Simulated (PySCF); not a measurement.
## Electron correlation in O (oxygen, neutral)

[He] 2s1 2p5, high-spin 3P determinant (an excited configuration). Computed with PySCF 2.14 in dyall-av2z (11s7p2d, 42 functions), with the non-relativistic Hamiltonian (point nucleus). Frozen: 1s2; 6 electrons correlated; the 8 highest virtual orbitals of each spin left out.

| level | correlation energy (mhartree) |
| --- | --- |
| CCSD | -191.25 |
| (T) | -14.50 |
| CCSD(T) | -205.75 |

Diagnostics: T1 = 0.024, D1 = 0.0694, largest double amplitude 0.245.

Q: Is a single reference adequate?

A: Not fully. A double-excitation amplitude exceeds 0.15, a sign of near-degeneracy.
